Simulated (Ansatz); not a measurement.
Abridged output of a molecular run in Ansatz:

```
Functional definition: HF
1061 factors; integrals over basis functions are off by at most 1.6e-3 eV
mean field evaluation 1: about -13929.9250 eV, gradient 4.1e1 eV
mean field evaluation 2: about -13930.0946 eV, gradient 4.1e1 eV
mean field evaluation 4: about -13933.5904 eV, gradient 4.1e0 eV
mean field evaluation 8: about -13933.6489 eV, gradient 3.6e-1 eV
mean field -13933.64952284 eV, -512.0521753974 hartree, gradient 1.7e-6 eV, S^2 0.000000; 0 other end points of the search recorded, 0 dependent functions left out
7 core orbitals not correlated: weight in the atoms' cores, before any rotation towards them, 1.000 or more for the frozen orbitals, at most 0.000 for the correlated occupied ones
reference -13933.64952284 eV, -512.0521753974 hartree; 21, 21 occupied and 80, 80 virtual orbitals, 1061 factors
second order -30.40977302 eV of doubles, -0.00000000 eV of singles
cycle   1  -30.44137412 eV  change   -3.2e-2 eV  update   1.2e-1
cycle   2  -31.07574323 eV  change   -6.3e-1 eV  update   3.6e-2
cycle   3  -31.25858038 eV  change   -1.8e-1 eV  update   1.8e-2
cycle   4  -31.25302265 eV  change    5.6e-3 eV  update   3.6e-3
cycle   5  -31.24954803 eV  change    3.5e-3 eV  update   1.5e-3
cycle   6  -31.25042089 eV  change   -8.7e-4 eV  update   4.0e-4
cycle   7  -31.25031953 eV  change    1.0e-4 eV  update   1.5e-4
cycle   8  -31.25015035 eV  change    1.7e-4 eV  update   4.8e-5
cycle   9  -31.25014136 eV  change    9.0e-6 eV  update   2.1e-5
perturbative correction -0.74094971 eV, -0.0272293997 hartree
Total energy: -13965.64061391 eV, -513.2278263099 hartree
```

Its atoms:

Cartesian coordinates in Å:
```
F 2.0041 0.3655 0.6186
C 0.7685 -0.2226 0.8252
C -0.0033 -0.2903 -0.4285
F 0.4042 -1.1890 -1.3323
C -1.0577 0.4594 -0.7181
F -1.5426 1.3762 0.0835
F -1.7447 0.3728 -1.8243
H 0.2264 0.3613 1.5710
H 0.9451 -1.2333 1.2051
```

(1) Which basis set was used?
A. def2-TZVPPD
B. cc-pV(T+d)Z
C. def2-SVPD
D. def2-SVP

(2) Write the keys of the input that set method, charge and spin (a neutral closed shell needs none for the last two).

## Answers

(1) D. It gives 108 functions.

(2) 
```yaml
correlation: {method: ccsd_t}
```
